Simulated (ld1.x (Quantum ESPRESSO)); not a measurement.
**Rb (Z = 37): variants of one TM potential**

Base potential:

rubidium, norm-conserving Troullier–Martins (Kleinman–Bylander form), made with ld1.x (Quantum ESPRESSO) 7.5 (PBE, scalar-relativistic). Core [Ar] 3d10, reference 4s2 4p6 5s0.75 5p0.25. Waves: 4s (bound): rc 1.75 bohr; 4p (bound): rc 2.65 bohr; 4d channel at 0.35 Ry: rc 2.35 bohr. Local part: all-electron potential smoothed inside 1.65 bohr (lloc = -1). Core correction: a·sin(br)/r model core inside 1.30 bohr.

Occupied shells without a wave of their own: 5p, 5s. They enter only through the test configuration that unscreens the potential, and ld1.x also counts them in the model core charge.

All-electron outer shells of the reference configuration (PBE, scalar-relativistic, ld1.x):

| shell | level (eV) | outermost node (bohr) | outermost maximum (bohr) |
| --- | --- | --- | --- |
| 3d | -104.34 | – | 0.39 |
| 4s | -32.27 | 0.62 | 1.25 |
| 4p | -16.33 | 0.64 | 1.42 |
| 5s | -2.42 | 1.79 | 4.32 |
| 5p | -0.92 | 2.20 | 6.21 |

Cutoffs, loose and tight: the cutoffs (Ry, on a coarse ladder) from which the occupation-weighted sum of valence levels, in a spherical-Bessel basis at the reference potential, stays within 10 and 1 mRy of its value at 400 Ry. They do not see the model core or the augmentation charge, which bear on the density cutoff. Test errors are all-electron minus pseudo excitation energies from the reference, over the configurations 4s2 4p6 5s1 5p0; 4s2 4p6 5s0 5p0; 4s2 4p6 5s0.5 5p0; 4s1 4p6 5s1 5p0; 4s2 4p5 5s1 5p0; 4s2 4p6 5s0 5p1. A dash means not determined; rows that change the core or the reference have their own tests.

With those shells counted twice in exchange and correlation these files are broken, and their errors move erratically; no question is asked of them.

A true bound ghost makes a file unfit for plane-wave use even where its test errors are small: the radial tests pick states by their node count and pass the ghost by.

```csv
change,outcome,"cutoff, loose","cutoff, tight",bound ghosts,largest test error (meV)
base,generated,40 Ry,55 Ry,none,-208
"core [Kr], valence charge 1; reference 4d0.5 5s0.5 5p0; waves now 5p (bound): rc 3.55 bohr; 4d (bound): rc 4.20 bohr; 5s (bound): rc 3.10 bohr; local potential the s channel; core correction none",generated,6 Ry,8 Ry,p,+62
local potential all-electron potential smoothed inside 1.70 bohr (lloc = -1),generated,40 Ry,55 Ry,none,-195
local potential all-electron potential smoothed inside 1.60 bohr (lloc = -1),generated,40 Ry,55 Ry,none,-215
core correction a·sin(br)/r model core inside 1.72 bohr,generated,40 Ry,55 Ry,none,-208
wave 4d channel at 0.35 Ry: rc 2.35 bohr becomes 4d channel at 0.82 Ry: rc 2.35 bohr,generated,40 Ry,55 Ry,none,-208
reference 4s2 4p6 4d0 5s0 5p0; wave 4d channel at 0.35 Ry: rc 2.35 bohr becomes 4d (bound): rc 2.35 bohr,generated,40 Ry,55 Ry,none,+200
wave 4p (bound): rc 2.65 bohr becomes 4p (bound): rc 1.96 bohr,generated,40 Ry,55 Ry,none,-207
wave 4d channel at 0.35 Ry: rc 2.35 bohr becomes 4d channel at 0.35 Ry: rc 3.00 bohr,generated,40 Ry,55 Ry,none,-208
```
